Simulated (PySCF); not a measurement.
Si(Me)(OMe) (C2H6OSi), SMILES CO[Si]C (connectivity only; charge and spin as stated), neutral, multiplicity 1.

Geometry optimised at PBE0-D3(BJ)/def2-SVP. Other conformers were not sampled.

The numbers are results of PBE0/def2-TZVP (PySCF), not measurements.

Gas-phase values at a fixed geometry.

The total energy comes out as -444.29601 hartree. The highest occupied level comes out as -6.23 eV and the lowest empty level is -1.59 eV. The orbital gap comes out as 4.64 eV, the dipole moment is 2.15 D and the quadrupole, principal values (traceless, Buckingham form, about the centre of nuclear charge) is -5.47, 2.29, 3.17 D·Å. The mean static polarisability is 59.5 bohr³ (8.81 Å³) and the polarisability, principal values is 49.8, 61.4, 67.2 bohr³.
